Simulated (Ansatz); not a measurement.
The inner images of a band of Cl$_{3}$H$_{3}$OSSn (9 atoms, charge 0, multiplicity 1) are given out of order.

The calculation used Ansatz, RKS PBE/def2-SVP.

Initial state:

```xyz
9
Properties=species:S:1:pos:R:3
Sn 0.034 -0.148 0.030
O -0.168 -0.141 2.035
H -0.754 0.618 2.244
Cl 2.101 0.500 -0.906
Cl -1.335 1.754 -0.391
Cl -1.116 -1.850 -1.157
S 1.574 -2.426 1.138
H 0.521 -3.274 0.957
H 1.044 -1.923 2.294
```

Final state:

```xyz
9
Properties=species:S:1:pos:R:3
Sn 0.199 -0.743 -0.071
O 0.714 0.237 2.189
H -0.060 0.845 2.201
Cl 1.933 0.679 -0.792
Cl -1.754 0.543 0.476
Cl -0.551 -1.764 -2.092
S 0.739 -2.730 1.219
H 0.193 -3.519 0.250
H 0.488 -0.438 2.863
```

Question: Put them in order from the first end to the last, with their energies above the first end.
A.
```xyz
9
Properties=species:S:1:pos:R:3
Sn 0.280 -0.613 -0.087
O 0.428 0.123 2.266
H -0.449 0.559 2.359
Cl 2.100 0.561 -1.008
Cl -1.441 1.055 0.162
Cl -0.888 -1.879 -1.748
S 1.177 -2.553 1.140
H 0.344 -3.388 0.458
H 0.350 -0.756 2.702
```
B.
```xyz
9
Properties=species:S:1:pos:R:3
Sn 0.302 -0.446 -0.121
O 0.140 -0.078 2.164
H -0.753 0.133 2.507
Cl 2.214 0.522 -1.111
Cl -1.162 1.456 -0.168
Cl -1.158 -1.899 -1.324
S 1.478 -2.366 1.071
H 0.414 -3.188 0.845
H 0.426 -1.023 2.378
```
C.
```xyz
9
Properties=species:S:1:pos:R:3
Sn 0.198 -0.282 -0.044
O 0.072 -0.167 2.061
H -0.753 0.201 2.443
Cl 2.177 0.523 -1.044
Cl -1.253 1.595 -0.261
Cl -1.118 -1.884 -1.212
S 1.489 -2.337 1.227
H 0.438 -3.159 0.948
H 0.651 -1.380 2.126
```
D.
```xyz
9
Properties=species:S:1:pos:R:3
Sn 0.244 -0.679 -0.078
O 0.582 0.191 2.242
H -0.255 0.710 2.272
Cl 2.038 0.601 -0.899
Cl -1.601 0.819 0.323
Cl -0.724 -1.824 -1.937
S 0.950 -2.642 1.195
H 0.274 -3.461 0.341
H 0.394 -0.605 2.785
```
E.
```xyz
9
Properties=species:S:1:pos:R:3
Sn 0.307 -0.543 -0.110
O 0.272 0.043 2.241
H -0.631 0.361 2.453
Cl 2.162 0.525 -1.101
Cl -1.275 1.262 -0.006
Cl -1.037 -1.908 -1.544
S 1.361 -2.461 1.083
H 0.378 -3.291 0.636
H 0.364 -0.877 2.592
```

Answer: C (+0.196 eV), B (-0.241 eV), E (-0.361 eV), A (-0.472 eV), D (-0.583 eV).

Time of the run: 110 s on 4 threads of Intel(R) Xeon(R) Platinum 8259CL CPU @ 2.50GHz (Skylake/Cascade Lake) (shared host), peak memory 0.23 GiB.
